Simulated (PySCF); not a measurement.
Hf(H)3(SH) (H4HfS), SMILES [HfH3][SH], multiplicity 1. Atoms are numbered in the order given.

```xyz
6

Hf    -0.0001     0.4247     0.0000
H      1.7787     0.9324     0.0000
H     -0.8623     1.0642    -1.5032
H     -0.8623     1.0642     1.5032
S     -0.0822    -1.9832     0.0000
H      1.2706    -1.9101     0.0000
```

The structure is a stationary point at PBE0-D3(BJ)/def2-TZVP. The multiplicity is an assumed one; other spin states were not compared. The def2 effective core potentials stand for the cores of Hf; spin–orbit coupling is left out.

Calculation: TDA-PBE/def2-TZVPD run with PySCF.

Vertical excitations.  State labels are in the subgroup Cs.

Q: Estimate the UV-visible absorptions. (Estimate from the structure and the level; the computed values follow.)

A: 
```csv
state,symmetry,energy (eV),λ (nm),f,main pairs
S1,A",3.92,316,0.002,HOMO→LUMO 99 %
S2,A',4.17,297,0.003,"HOMO→LUMO+1 75 %, HOMO−1→LUMO 17 %"
S3,A",4.19,296,0.000,HOMO−2→LUMO 85 %
S4,A",4.26,291,0.001,HOMO−1→LUMO+1 85 %
S5,A',4.27,291,0.000,"HOMO−1→LUMO 72 %, HOMO→LUMO+1 18 %"
S6,A',4.48,277,0.026,HOMO−2→LUMO+1 82 %
S7,A",4.50,275,0.002,HOMO→LUMO+2 94 %
S8,A',4.63,268,0.002,"HOMO−3→LUMO 77 %, HOMO−1→LUMO+2 15 %"
S9,A",4.76,261,0.000,"HOMO−2→LUMO+2 55 %, HOMO−3→LUMO+1 39 %"
S10,A',4.76,260,0.008,"HOMO−1→LUMO+2 81 %, HOMO−3→LUMO 13 %"
T1,A",3.64,340,0,HOMO→LUMO 88 %
T2,A',3.74,332,0,HOMO→LUMO+1 89 %
T3,A',3.78,328,0,HOMO−1→LUMO 92 %
T4,A",3.89,319,0,HOMO−1→LUMO+1 96 %
```
Triplets are in the Tamm–Dancoff approximation.
